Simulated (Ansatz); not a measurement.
Mulliken charges of C₂H₅ISi (`[SiH3]/C=C/I`) from ωB97M-V/def2-TZVPP in Ansatz (PBE0-D4/def2-TZVP geometry).

```csv
atom,x (Å),y (Å),z (Å),charge (e)
Si1,-0.965,0.613,-0.780,0.209
C2,0.003,-0.630,0.216,-0.238
C3,1.164,-0.306,0.766,-0.146
I4,2.333,-1.608,1.898,0.024
H5,-0.212,1.894,-0.802,-0.027
H6,-1.160,0.123,-2.170,-0.024
H7,-2.305,0.831,-0.174,-0.024
H8,-0.390,-1.635,0.349,0.106
H9,1.621,0.673,0.679,0.120
```

**Question.** By hand: the dipole of these point charges (1 e Å = 4.8032 D).

**Answer.** Σ q r = (-0.074, 0.118, -0.084) e Å, of length 0.163 e Å = 0.78 D.

**Question.** How does the dipole of the full density compare? (Estimate.)

**Answer.** Computed: (-0.106, 0.077, -0.088) e Å, 0.76 D; the point charges give 1.03 times that, at 19° from its direction.

Point charges leave out the atoms' own dipoles, such as those of lone pairs, and Mulliken's split depends on the basis, so the two needn't agree.
